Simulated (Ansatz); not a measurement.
Ansatz results at the PBE0-D4/def2-TZVP geometry: HOMO–LUMO gap (PBE/def2-TZVPP) 4.71 eV; ideal-gas entropy at 298 K and 1 bar (rigid rotor, harmonic PBE0-D4/def2-TZVP) 367 J/(mol·K); zero-point energy (PBE0-D4/def2-TZVP) 146.7 kJ/mol.

Each molecule was computed in one conformer, which needn't be the lowest.

Which molecule gave them?
A. `[CH3][Al]([CH3])[C]#N`
B. `[CH3][AlH][N]=C=O`
C. `[OH][AlH][OH]`
D. `[Br][Al]([Br])[Br]`

B. The others give `[CH3][Al]([CH3])[C]#N`: 4.66, 376, 207.1; `[Br][Al]([Br])[Br]`: 4.99, 349, 9.6; `[OH][AlH][OH]`: 6.43, 279, 89.3.
